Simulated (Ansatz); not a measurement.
Frontier orbitals of `B1C=CO1`.

| atom | x (Å) | y (Å) | z (Å) |
| --- | --- | --- | --- |
| B1 | -0.2616 | 0.0369 | -0.9584 |
| C2 | -0.6257 | 0.4213 | 0.4780 |
| C3 | 0.3744 | -0.4672 | 0.6283 |
| O4 | 0.4426 | -1.1521 | -0.5848 |
| H5 | -0.1792 | 0.5578 | -2.0250 |
| H6 | -0.9182 | 1.2430 | 1.1090 |
| H7 | 1.1679 | -0.6398 | 1.3528 |

Total charge 0; spin multiplicity 1. The geometry is a stationary point of PBE0-D4/def2-TZVP. Basis def2-TZVPP, Ansatz.

```tsv
functional	HOMO (eV)	LUMO (eV)	gap (eV)
LDA (SPW92)	-6.09	-2.48	3.61
PBE	-5.90	-2.20	3.70
BLYP	-5.76	-2.06	3.70
PBE0	-7.15	-1.13	6.02
r2SCANh	-6.59	-1.49	5.10
ωB97M-V	-9.42	0.94	10.36
```

(1) What is the vertical ionisation energy at frozen-core CCSD(T)/CBS(def2)? (Estimate.)

## Answers

(1) Computed: 9.81 eV (T1 of the cation 0.021).

From PBE to PBE0 the HOMO moves by −1.25 eV and the LUMO by +1.07 eV, and with ωB97M-V by −3.52 and +3.14 eV, so the gap grows from 3.71 to 10.36 eV with exact exchange. A positive LUMO is unbound and depends on the basis. −ε(HOMO) differs from that ionisation energy by −3.91 eV with PBE and −0.39 eV with ωB97M-V.
